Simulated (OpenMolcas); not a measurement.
## Fe3+, Ru3+, Os3+: d5 down the group

```
Program             : OpenMolcas 26.06
Method              : SS-CASPT2, IPEA 0.25 Eh, imaginary shift 0.1 Eh
Basis               : ANO-RCC-VQZP
Scalar Hamiltonian  : DKH2, point nucleus
Spin-orbit coupling : RASSI with atomic mean-field integrals over the reference wave functions, term energies averaged over their components
```

Active space for each ion: 5 electrons in 10 orbitals (d d); closed shells correlated by CASPT2: Fe3+ 3s 3p; Ru3+ 4s 4p; Os3+ 5s 5p.

Computed levels in cm-1 above 6S 5/2:

```
                               Level   Fe3+   Ru3+   Os3+
                              4G 7/2  33420  23620  20920
                              4G 9/2  33460  23790  22800
                             4G 11/2  33460  23760  22140
                              4P 1/2  37040  27000  24180
                              4D 7/2  40170  28190  26900
                              4D 1/2  40210  28990  30290
                             2I 11/2  48740  34540  32130
                             2I 13/2  48830  35090  35190
                           2F 7/2(1)  53840  40160  44330
weight of 6S in the lowest level (%)    100     99     88
```

Mixed levels, with the weight of the term that names them: Ru3+ 4P 1/2 (72 %), Ru3+ 4D 1/2 (73 %), Ru3+ 2F 7/2(1) (69 %), Os3+ 4G 7/2 (68 %), Os3+ 4P 1/2 (60 %), Os3+ 4D 7/2 (71 %), Os3+ 4D 1/2 (65 %), Os3+ 2F 7/2(1) (62 %).

Measured, with the error of the calculation in %. Measured levels: Fe3+ from Corliss and Sugar, J. Phys. Chem. Ref. Data 11, 135 (1982).

```json
{"Level": "4G 11/2", "Fe3+": "32246 (+3.8)"}
{"Level": "4P 1/2", "Fe3+": "35407 (+4.6)"}
{"Level": "4D 7/2", "Fe3+": "38779 (+3.6)"}
{"Level": "4D 1/2", "Fe3+": "38897 (+3.4)"}
{"Level": "2F 7/2(1)", "Fe3+": "51394 (+4.8)"}
```

Without spin-orbit coupling 4G lies 33440, 23700, 21760 cm-1 above 6S in that order; the difference to the level 4G 7/2, of either sign, comes from spin-orbit coupling, which also lowers the zero.

Term energies are means over components that CASPT2 splits; among the terms shown or strongly mixed into the levels shown the widest spread is 270 cm-1 (4d5 2I, Ru3+). Active for correlation alone: 4d; no level in the range computed is led by a configuration that fills it, so any true level of that kind is missing (holds for Fe3+). Active for correlation alone: 5d; no level in the range computed is led by a configuration that fills it, so any true level of that kind is missing (holds for Ru3+). Active for correlation alone: 6d; no level in the range computed is led by a configuration that fills it, so any true level of that kind is missing (holds for Os3+). Measured partners are found by configuration, term and J. A level has none where our copy of the source lacks it or the pairing is in doubt (some pairs that miss far off the trend of their configuration count as doubtful), and it then counts in no deviation. Levels of configurations outside the active space are missing.

A number in round brackets counts repeated terms of one configuration in the order of the reference energies.
